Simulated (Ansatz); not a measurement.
Reaction (ligand exchange at the Al–O bond): `[SiH3][O][Al]([SH])[Cl]` + H–F → `[F][Al]([SH])[Cl]` + `O[SiH3]`

Gas-phase electronic energies from Ansatz, PBE0-D4/def2-TZVP geometries. CBS: MP2 limit from def2 TZ/QZ plus the TZ coupled-cluster correction, frozen cores. This one scheme is used for every species. Each species was taken in one conformer, which may not be the lowest.

```
                  species  CCSD/def2-TZVPP energy (Eh)
`[SiH3][O][Al]([SH])[Cl]`                  -1466.24228
                      H–F                   -100.33828
      `[F][Al]([SH])[Cl]`                  -1199.97608
                `O[SiH3]`                   -366.61114
```

(1) Work out ΔE.

Largest T1 diagnostic among the species: 0.011.

## Answers

(1) ΔE = (-1199.97608) + (-366.61114) − (-1466.24228) − (-100.33828) = -0.00666 Eh = -17.5 kJ/mol. CCSD(T)/CBS gives -18.1 kJ/mol.

From BLYP to BHLYP (50 % exact exchange), in def2-TZVPP and without D4, ΔE moves by +8.9 kJ/mol. Leaving LDA and LC-ωPBE aside and taking each functional with its dispersion term where it has one, the values, not all of them listed here, spread over 10.2 kJ/mol, from B97M-V to BHLYP-D4. LDA lies +5.4 kJ/mol from PBE without D4.
